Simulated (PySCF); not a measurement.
Molfile (atoms numbered from 1):
```
C7H10
     RDKit          3D

 17 17  0  0  0  0  0  0  0  0999 V2000
    3.0657    0.9031    0.6435 C   0  0  0  0  0  0  0  0  0  0  0  0
    2.2659    0.0187    0.5458 C   0  0  0  0  0  0  0  0  0  0  0  0
    1.2678   -1.0275    0.4317 C   0  0  0  0  0  0  0  0  0  0  0  0
   -0.1309   -0.4515    0.5192 C   0  0  2  0  0  0  0  0  0  0  0  0
   -1.2783   -1.1745   -0.1244 C   0  0  0  0  0  0  0  0  0  0  0  0
   -0.7867    0.1213   -0.7018 C   0  0  1  0  0  0  0  0  0  0  0  0
   -1.6296    1.3666   -0.5987 C   0  0  0  0  0  0  0  0  0  0  0  0
    3.7780    1.6683    0.7280 H   0  0  0  0  0  0  0  0  0  0  0  0
    1.4241   -1.7551    1.2355 H   0  0  0  0  0  0  0  0  0  0  0  0
    1.3989   -1.5422   -0.5245 H   0  0  0  0  0  0  0  0  0  0  0  0
   -0.3317    0.0486    1.4595 H   0  0  0  0  0  0  0  0  0  0  0  0
   -2.2300   -1.1784    0.3856 H   0  0  0  0  0  0  0  0  0  0  0  0
   -1.0716   -2.0890   -0.6607 H   0  0  0  0  0  0  0  0  0  0  0  0
   -0.2239    0.0558   -1.6264 H   0  0  0  0  0  0  0  0  0  0  0  0
   -2.3516    1.4079   -1.4132 H   0  0  0  0  0  0  0  0  0  0  0  0
   -2.1718    1.3860    0.3442 H   0  0  0  0  0  0  0  0  0  0  0  0
   -1.0013    2.2543   -0.6532 H   0  0  0  0  0  0  0  0  0  0  0  0
  1  2  3  0
  2  3  1  0
  3  4  1  0
  4  5  1  0
  5  6  1  0
  6  7  1  0
  6  4  1  0
  1  8  1  0
  3  9  1  0
  3 10  1  0
  4 11  1  1
  5 12  1  0
  5 13  1  0
  6 14  1  6
  7 15  1  0
  7 16  1  0
  7 17  1  0
M  END
```

Geometry: GFN2-xTB; GIAO shifts from PySCF, gas phase, non-relativistic, averaged over equivalent atoms.

At HF/cc-pVDZ (148 basis functions, of the order of 18 core-seconds):
| atoms | δ (ppm) |
| --- | --- |
| C2 | 82.2 |
| C1 | 72.0 |
| C3 | 22.2 |
| C7 | 19.9 |
| C4 | 18.1 |
| C6 | 13.0 |
| C5 | 10.8 |
| H9 | 2.53 |
| H8 | 1.71 |
| H15/H16/H17 | 1.12 |
| H10 | 1.11 |
| H11 | 0.44 |
| H14 | 0.41 |
| H12 | 0.05 |
| H13 | 0.04 |

References, each an isolated molecule treated in the same way: TMS for ¹³C (204.71 ppm), ¹H (32.24 ppm).

Estimate the result of repeating the calculation with wB97X/def2-SVP.

Results:


| atoms | δ at wB97X/def2-SVP | change |
| --- | --- | --- |
| C2 | 82.6 | +0.4 |
| C1 | 69.6 | -2.4 |
| C3 | 22.0 | -0.2 |
| C7 | 18.6 | -1.3 |
| C4 | 20.0 | +1.9 |
| C6 | 14.0 | +1.0 |
| C5 | 12.9 | +2.1 |
| H9 | 2.50 | -0.03 |
| H8 | 1.21 | -0.50 |
| H15/H16/H17 | 1.01 | -0.11 |
| H10 | 1.03 | -0.08 |
| H11 | 0.50 | +0.06 |
| H14 | 0.51 | +0.10 |
| H12 | 0.08 | +0.03 |
| H13 | 0.09 | +0.05 |

Referencing at the same level of theory: ¹³C (σ = 198.68 ppm) and ¹H (σ = 31.91 ppm) vs TMS.

The largest change is at C1 (terminal alkyne carbon). Cost: 148 basis functions, roughly 70 core-seconds. The order of the carbon signals changes between the two levels.
